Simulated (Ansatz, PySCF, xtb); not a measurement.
Series HO-SiH2-X, proton removed: substituent effects on one reactive site. Gas-phase values, no solvent. One relaxed conformer stands for each flexible species; it need not be the lowest. The site is fixed along the series; a substituent can offer a better one. Strings in code marks are SMILES.

Quantity: gas-phase deprotonation enthalpy at 298 K, in kJ/mol. Enthalpy corrections at 298 K come from GFN2-xTB frequencies (xtb). Levels without diffuse functions put anions too high.

Level 1: frozen-core MP2/def2-TZVPD // CAM-B3LYP-D3(BJ)/def2-TZVPD (Ansatz, a first-principles code)
Level 2: M06-2X/6-31G* // CAM-B3LYP-D3(BJ)/def2-TZVPD (PySCF)
Level 3: PBE/6-31G* // CAM-B3LYP-D3(BJ)/def2-TZVPD (PySCF)
Level 4: HF/6-31G* // CAM-B3LYP-D3(BJ)/def2-TZVPD (PySCF)

```
species                                                              level 1  level 2  level 3  level 4
-------------------------------------------------------------------  -------  -------  -------  -------
X = ethynyl, proton removed: `C#C[SiH2][O-]`                             [?]   1496.5   1483.8      [?]
X = mercapto, proton removed: `S[SiH2][O-]` (O–Si–S–H torsion 180°)   1447.2   1480.2   1470.5   1500.9
X = borono, proton removed: `[O-][SiH2]B(O)O`                         1450.7   1493.8      [?]   1533.5
```

Task: Complete the blanks.

Result: 
- X = ethynyl, proton removed: `C#C[SiH2][O-]`, level 1: 1456.0
- X = ethynyl, proton removed: `C#C[SiH2][O-]`, level 4: 1521.7
- X = borono, proton removed: `[O-][SiH2]B(O)O`, level 3: 1475.4
